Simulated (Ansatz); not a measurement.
`Cl[SiH2][SiH](Cl)Cl` + H–F → `F[SiH2][SiH](Cl)Cl` + HCl at 700 K and 1 bar (ligand exchange at the Si–Cl bond).

Gas-phase electronic energies from Ansatz, PBE0-D4/def2-TZVP geometries. CCSD(T)/CBS is the MP2 limit (def2-TZVPP, def2-QZVPP) plus CCSD(T) − MP2 in def2-TZVPP, frozen cores. This one scheme is used for every species. One conformer a species, not always the lowest.

```tsv
species	CCSD(T)/CBS energy (Eh)	H − E (kJ/mol)	S (J/(mol·K))
`Cl[SiH2][SiH](Cl)Cl`	-1959.44429	160.7	504.2
H–F	-100.39570	45.2	198.5
`F[SiH2][SiH](Cl)Cl`	-1599.46845	162.0	490.0
HCl	-460.38127	38.4	211.8
```

H − E and S are ideal-gas, rigid-rotor, harmonic terms from PBE0-D4/def2-TZVP, for one conformer and one mirror image of each species. 1 Eh = 2625.50 kJ/mol, R = 8.31446 J/(mol·K).

By hand: ΔE, ΔH, ΔS and ΔG.

ΔE = (-1599.46845) + (-460.38127) − (-1959.44429) − (-100.39570) = -0.00973 Eh = -25.5 kJ/mol. Δ(H − E) = 162.0 + 38.4 − 160.7 − 45.2 = -5.5, so ΔH = -31.0 kJ/mol. ΔS = 490.0 + 211.8 − 504.2 − 198.5 = -0.9 J/(mol·K). ΔG = -31.0 − 700 × (-0.9)/1000 = -30.4 kJ/mol.

By hand: the equilibrium constant, and the temperature at which ΔG would vanish if ΔH and ΔS stayed fixed.

log₁₀ K = −ΔG/(RT ln 10) = 2.3. ΔG = 0 at ΔH/ΔS = 34444 K, far beyond where these terms or the molecules hold.

The number of gas molecules stays the same, so ΔS is small and ΔH decides. A doubt of 5 kJ/mol in ΔE shifts log₁₀ K by 0.4 here. Other conformers and mirror images would add mixing entropy, several J/(mol·K) or more a flexible species. Modes under 60 cm⁻¹, often nearly free rotors, make the harmonic entropy too high. These are equilibria of isolated gas molecules and say nothing of rates. Largest T1 diagnostic: 0.011 (customary marks: 0.02 for closed shells, 0.045 for open ones).
